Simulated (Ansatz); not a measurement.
The same path of Cl3FH4NOTa (11 atoms, charge 0, multiplicity 1) was run twice with different band settings. Lost on the way: O9–H11. Made: N2–H11.

All numbers below come from Ansatz 0.2.0, RKS PBE/def2-SVP.

Relaxed end points:

```xyz
11
Properties=species:S:1:pos:R:3
Ta 0.292 0.064 0.120
N 2.159 -0.615 -0.065
H 2.678 -1.117 0.664
H 2.758 -0.438 -0.879
Cl 0.519 -0.561 2.405
Cl 0.609 0.974 -2.017
Cl -1.592 1.520 0.579
F -0.746 -1.422 -0.365
O 1.262 2.033 0.901
H 0.483 2.607 1.088
H 1.687 1.876 1.769
```

```xyz
11
Properties=species:S:1:pos:R:3
Ta 0.001 0.526 0.273
N 2.281 -0.117 0.185
H 2.619 -0.425 1.108
H 2.351 -0.925 -0.450
Cl 0.176 -0.566 2.398
Cl 0.584 1.337 -1.879
Cl -2.274 0.966 0.238
F -0.128 -1.240 -0.451
O 0.598 2.117 1.117
H 0.990 2.636 1.834
H 2.912 0.612 -0.175
```

Common settings: movable images 5; climbing image yes; spring 5.0 eV/Å²; optimiser quadratic models (default); start path through a guess of the saddle point; iteration limit 60; end points relaxed.

| run | force threshold |
| --- | --- |
| 1 | 0.03 eV/Å |
| 2 | 0.2 eV/Å |

Q: What does each run give, and how far can it be trusted?

A: Run 1: converged after 40 iterations, highest image 0.290 eV above the first end. A vibrational analysis at the climbing image gives one clearly imaginary mode, 771i cm⁻¹: a first-order saddle point.
Run 2: converged after 23 iterations, highest image 0.390 eV above the first end. The threshold of 0.2 eV/Å is loose, so the images may lie well off the minimum-energy path. The order of the point at the top wasn't checked.
The orbitals stay closed-shell, which can raise the energy where a bond breaks towards radicals; this wasn't checked here.
